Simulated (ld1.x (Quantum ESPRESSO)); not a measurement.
# Transferability test, PAW potential for In (Z = 49)

ld1.x (Quantum ESPRESSO) 7.5 input, shortened:

```
&input
   title='In', zed=49., rel=2, dft='PZ', iswitch=3,
   config='[Kr] 4d10 5s2 5p1', rel_dist='average'
 /
 &inputp
   pseudotype=3, lpaw=.true., tm=.true., lloc=-1, rcloc=1.20,
   nlcc=.false.,
   which_augfun='PSQ', rmatch_augfun_nc=.true.
 /
6
4S  1  0   2.00   0.00  1.10  1.40  0.0
5S  2  0   2.00   0.00  1.10  1.40  0.0
4P  2  1   6.00   0.00  1.20  1.40  0.0
5P  3  1   1.00   0.00  1.20  1.40  0.0
4D  3  2  10.00   0.00  1.20  1.40  0.0
4D  3  2   0.00   2.15  1.20  1.40  0.0
 &test
   configts(1)='4s2 4p6 4d10 5s2 5p1'
 /
```

Open shells are filled in proportion to 2j + 1 (rel_dist='average').

Energies are relative to the spin-unpolarised reference configuration 4s2 4p6 4d10 5s2 5p1; without spin polarisation the order of configurations can differ from experiment.

Give the all-electron excitation energy and the error of the potential for: 4s2 4p6 4d10 5s2 5p0; 4s2 4p6 4d10 5s1 5p0; 4s2 4p6 4d10 5s0 5p0; 4s2 4p6 4d10 5s0 5p3; 4s2 4p6 4d10 5s1 5p2; 4s2 4p6 4d9 5s0 5p0; 4s2 4p5 4d10 5s2 5p1.

```json
{"valence configuration": "4s2 4p6 4d10 5s2 5p0", "charge": "+1", "ΔE all-electron (eV)": "5.606", "error AE − PS (meV)": "+0.2"}
{"valence configuration": "4s2 4p6 4d10 5s1 5p0", "charge": "+2", "ΔE all-electron (eV)": "25.267", "error AE − PS (meV)": "+1.0"}
{"valence configuration": "4s2 4p6 4d10 5s0 5p0", "charge": "+3", "ΔE all-electron (eV)": "54.007", "error AE − PS (meV)": "+3.1"}
{"valence configuration": "4s2 4p6 4d10 5s0 5p3", "charge": "0", "ΔE all-electron (eV)": "12.134", "error AE − PS (meV)": "+1.6"}
{"valence configuration": "4s2 4p6 4d10 5s1 5p2", "charge": "0", "ΔE all-electron (eV)": "5.925", "error AE − PS (meV)": "+0.3"}
{"valence configuration": "4s2 4p6 4d9 5s0 5p0", "charge": "+4", "ΔE all-electron (eV)": "110.612", "error AE − PS (meV)": "+26"}
{"valence configuration": "4s2 4p5 4d10 5s2 5p1", "charge": "+1", "ΔE all-electron (eV)": "85.715", "error AE − PS (meV)": "+13"}
```

Levels in the configuration 4s2 4p6 4d10 5s1 5p0:

```json
{"level": "4s j=1/2", "all-electron (eV)": "-137.586", "pseudo (eV)": "-137.573"}
{"level": "4p j=1/2", "all-electron (eV)": "-100.858", "pseudo (eV)": "-100.850"}
{"level": "4p j=3/2", "all-electron (eV)": "-94.126", "pseudo (eV)": "-94.116"}
{"level": "4d j=3/2", "all-electron (eV)": "-37.276", "pseudo (eV)": "-37.271"}
{"level": "4d j=5/2", "all-electron (eV)": "-36.395", "pseudo (eV)": "-36.391"}
{"level": "5s j=1/2", "all-electron (eV)": "-24.123", "pseudo (eV)": "-24.122"}
```

The ghost test of this file was not conclusive.
